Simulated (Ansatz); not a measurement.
The cluster W2O4⁺, relaxed as a doublet with UKS r2SCAN-D4/def2-SVP in Ansatz, starting from the GFN2-xTB geometry. Force threshold 0.02 eV/Å.

In the def2 sets W takes a core potential; there is no spin–orbit coupling. The relaxation made no stability test and no search for a lower SCF solution. No other spin state of charge 1 was run. The structure comes from a short search, and lower isomers may exist.

Start:

Cartesian coordinates in Å:
```
W 0.902 -0.517 1.192
W 0.002 0.065 -1.581
O -0.127 -1.789 1.638
O 0.215 1.745 -1.675
O 0.545 1.068 1.682
O -1.537 -0.572 -1.255
```

Task: Estimate the energy that the relaxation releases and the steps that it takes.

Result: 0.81 eV, in 10 steps; 43 s on 4 threads of Arm Neoverse V2 on a shared host. No frequencies were taken in this run, so the end may be a saddle point.

Task: Does the start keep its bonding and symmetry?

Result: By distances, no bond broke or formed. The bond that changes most is W1–W2, from 2.97 to 2.71 Å (atoms count from 1). The end is the same structure that another start reached. Point group C2 at the start, C2 at the end, both within 0.05 Å.

Task: Predict the relaxed structure.

Result: 
```xyz
6

W     1.005   -0.325    1.041
W     0.004   -0.179   -1.472
O     0.064   -1.703    1.328
O     0.420    1.462   -1.534
O     0.129    1.001    1.632
O    -1.622   -0.256   -0.994
```
Bond lengths (bridged metal pairs left out): 4 × O–W 1.69 to 1.70 Å; 1 × W–W 2.71 Å.
